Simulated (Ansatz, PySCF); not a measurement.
System: molecular iodine, I₂ (charge 0, singlet). 
Structure (B3LYP-D3(BJ)/def2-TZVP (Ansatz, a first-principles code) minimum search):
```
I
I 1 2.6947
```

Quantity: vertical ionisation energy (to the doublet state of charge +1; each state is the SCF solution reached for its spin; for the doublet the Hartree-Fock reference is unstable and T1 is 0.014), in eV. Correlated levels leave the core frozen unless marked. UHF or UKS for open shells. No spin-orbit coupling. Frozen are the shells of the preceding noble gas and the d and f shells that filled before the atom's block. In def2 rows, elements after Kr have scalar-relativistic effective core potentials.  The program attaches cautions to a run behind CCSD/def2-SVPD: other roots. The program attaches cautions to a run behind CCSD/def2-TZVPPD: other roots. The program attaches cautions to a run behind CCSD(T)/def2-SVPD: other roots. The program attaches cautions to a run behind CCSD(T)/def2-TZVPPD: other roots.

| level | program | vertical ionisation energy (eV) |
|---|---|---|
| SVWN5/def2-TZVPD | Ansatz | 9.48 |
| PBE/def2-TZVPD | Ansatz | 9.27 |
| r2SCAN/def2-TZVPD | Ansatz | 9.43 |
| B3LYP/def2-TZVPD | Ansatz | 9.48 |
| PBE0/def2-TZVPD | Ansatz | 9.52 |
| BHLYP/def2-TZVPD | Ansatz | 9.61 |
| CAM-B3LYP/def2-TZVPD | Ansatz | 9.67 |
| wB97M-V/def2-TZVPD | Ansatz | 9.68 |
| wB97X-V/def2-TZVPD | Ansatz | 9.74 |
| CCSD/def2-SVPD | Ansatz | 9.45 |
| CCSD/def2-TZVPPD | Ansatz | 9.52 |
| CCSD(T)/def2-SVPD | Ansatz | 9.39 |
| CCSD(T)/def2-TZVPPD | Ansatz | 9.47 |

For comparison, minus the highest occupied orbital energy (PySCF): 6.39 eV at TPSS/def2-TZVPD, 6.17 eV at M06-L/def2-TZVPD, 6.44 eV at SVWN5/def2-TZVPD.
